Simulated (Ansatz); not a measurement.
A nudged elastic band was laid between two geometries of AlClH$_{7}$NOSi (12 atoms, charge 0, multiplicity 1).

Computed with Ansatz 0.2.0, RKS PBE/cc-pVDZ.

| Quantity | Value |
| --- | --- |
| movable images | 5 |
| climbing image | yes |
| spring | 5.0 eV/Å² |
| optimiser | quadratic models (default) |
| start path | through a guess of the saddle point |
| force threshold | 0.05 eV/Å |
| iteration limit | 60 |
| end points | relaxed |

Image 0:

```xyz
12
Properties=species:S:1:pos:R:3
Al 0.085 0.255 0.143
O -0.660 -0.332 1.637
H -0.897 -1.270 1.732
Cl 2.162 -0.338 -0.229
H -0.795 0.498 -1.176
N 0.377 2.118 0.984
H 1.397 2.273 1.036
Si -0.506 3.525 0.204
H -1.956 3.149 0.172
H -0.286 4.765 1.031
H 0.083 3.684 -1.166
H 0.059 1.941 1.954
```

Image 6:

```xyz
12
Properties=species:S:1:pos:R:3
Al 0.345 0.412 -0.053
O -0.290 -0.098 1.832
H -1.239 -0.331 1.901
Cl 2.217 -0.647 -0.269
H -0.899 0.055 -0.988
N 0.523 2.150 0.620
H 1.489 2.419 0.864
Si -0.469 3.552 0.178
H -1.852 3.026 -0.132
H -0.569 4.528 1.332
H 0.034 4.323 -1.027
H -0.227 0.878 2.063
```

**Question.** What changes between the two ends?

**Answer.** Bonds broken: N6–H12. Bonds formed: O2–H12.

**Question.** Give the energies along the band, and the barrier.

**Answer.** The run converged. The highest image is number 4 of 0 to 6, 0.67 eV above the first end and 0.07 eV above the last; the last end lies 0.60 eV above the first. A vibrational analysis at the climbing image gives one clearly imaginary mode, 713i cm⁻¹: a first-order saddle point. The orbitals stay closed-shell, which can raise the energy where a bond breaks towards radicals; this wasn't checked here.

```csv
image,path coordinate (Å),energy (eV),N6–H12 (Å),O2–H12 (Å)
0,0.00,0.00,1.04,2.41
1,0.56,0.01,1.04,2.29
2,1.11,0.07,1.04,2.05
3,1.67,0.23,1.07,1.75
4,2.23,0.67,1.43,1.17
5,2.57,0.62,1.79,1.03
6,2.91,0.60,2.06,1.00
```

**Question.** What is the geometry of the highest image?

**Answer.** 
```xyz
12
Properties=species:S:1:pos:R:3:forces:R:3
Al 0.318 0.304 -0.080 0.00 0.00 0.00
O -0.344 -0.024 1.723 0.00 0.00 0.00
H -1.292 -0.222 1.858 0.00 0.00 0.00
Cl 2.257 -0.617 -0.303 0.00 0.00 0.00
H -0.811 0.109 -1.187 0.00 0.00 0.00
N 0.449 2.058 0.775 0.01 0.00 0.00
H 1.411 2.298 1.066 0.00 0.00 0.00
Si -0.480 3.509 0.291 -0.02 -0.01 0.01
H -1.878 3.037 -0.018 0.00 0.00 -0.01
H -0.530 4.501 1.430 0.01 0.01 -0.01
H 0.098 4.193 -0.925 0.00 0.00 0.01
H -0.136 1.122 1.690 0.00 0.00 0.00
```

**Question.** What are the harmonic wavenumbers there?

**Answer.** 713i, 75, 93, 110, 149, 178, 405, 442, 478, 511, 542, 564, 630, 671, 714, 729, 747, 860, 896, 915, 945, 1052, 1423, 1806, 1880, 2137, 2143, 2161, 3410, 3689 cm⁻¹.

Run time: 2.8 min on 4 threads of Arm Neoverse V1, with other jobs on the host, peak memory 0.19 GiB.
